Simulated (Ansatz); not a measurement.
CH$_{3}$GeN, SMILES `N#[C][GeH3]`, relaxed with RKS PBE-D4/def2-SVP in the Gaussian-basis code of Ansatz from a rough embedded geometry. The force threshold is 0.03 eV/Å; the program also tests the step.

The species carries charge 0 and has multiplicity 1.

Start:

```xyz
6

N    -1.131    0.097    2.267
C    -0.594    0.021    1.182
Ge    0.266   -0.061   -0.521
H     1.096   -1.250   -0.622
H     1.188    1.207   -0.662
H    -0.824   -0.014   -1.644
```

```
step  energy (eV)  largest force (eV/Å)  largest move (Å)
   1  -59072.2330                 3.907             0.000
   2  -59072.4135                 0.398             0.067
   3  -59072.4203                 0.059             0.016
   4  -59072.4205                 0.021             0.003
```

End:

```xyz
6

N    -1.115    0.084    2.228
C    -0.594    0.036    1.179
Ge    0.274   -0.020   -0.548
H     1.104   -1.320   -0.599
H     1.169    1.232   -0.644
H    -0.838   -0.012   -1.617
```

Run time 2.6 s (4 threads of an Arm Neoverse V1 on a shared host); peak host memory 0.14 GiB.
